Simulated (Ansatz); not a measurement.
toluene (SMILES Cc1ccccc1) moved off its minimum; all values from Ansatz (a quantum-chemistry and plane-wave program), cores frozen in correlated methods.
(charge 0, multiplicity 1)
```xyz
15

C     -2.4419    -0.0831     0.0054
C     -0.8872    -0.0227     0.0309
C     -0.1455    -1.1829     0.2006
C      1.2566    -1.1487     0.1295
C      1.8641     0.0981     0.0133
C      1.1754     1.2496    -0.1632
C     -0.2817     1.1598    -0.1775
H     -2.8465     0.8065     0.3389
H     -2.7901    -0.8984     0.5857
H     -2.7447    -0.3044    -1.0533
H     -0.6392    -2.1359     0.3616
H      1.8354    -2.0143     0.3116
H      2.9902     0.1172    -0.0341
H      1.6543     2.2436    -0.3485
H     -0.8530     2.0422    -0.3046
```

```csv
level,largest force (eV/Å),on atom,rms difference from CCSD(T)/aug-cc-pVTZ (eV/Å),dipole (D)
HF/def2-TZVPP,3.79,C7,0.264,0.39
PBE/def2-TZVPP,3.73,C7,0.135,0.39
r2SCAN/def2-TZVPP,3.73,C7,0.119,0.41
B3LYP/def2-TZVPP,3.67,C7,0.112,0.38
wB97M-V/def2-TZVPP,3.72,C7,0.161,0.37
MP2/aug-cc-pVTZ,3.86,C7,0.089,0.38
CCSD(T)/aug-cc-pVTZ,3.69,C7,0.000,0.36
```

The differences count from one level among others, with limits of its own. Forces at CCSD(T)/aug-cc-pVTZ (eV/Å):

```
atom      Fx      Fy      Fz
----  ------  ------  ------
C1     2.251  -1.625  -2.211
C2    -2.716  -1.201   0.152
C3     1.072  -1.000  -0.095
C4    -1.700   0.788   0.629
C5     3.299  -0.807  -0.439
C6    -2.625   1.889  -0.559
C7     3.393   1.438   0.073
H8    -0.987   1.911   0.599
H9    -0.396  -0.807   0.773
H10    0.035   0.402   0.814
H11   -0.101   0.033  -0.013
H12    0.508  -0.837  -0.033
H13   -1.192   0.068   0.177
H14   -0.342  -1.075   0.312
H15   -0.499   0.822  -0.179
```

Doubts at one or more of the structures used: a restricted determinant that unrestricted orbitals would lower (MP2/aug-cc-pVTZ, CCSD(T)/aug-cc-pVTZ).
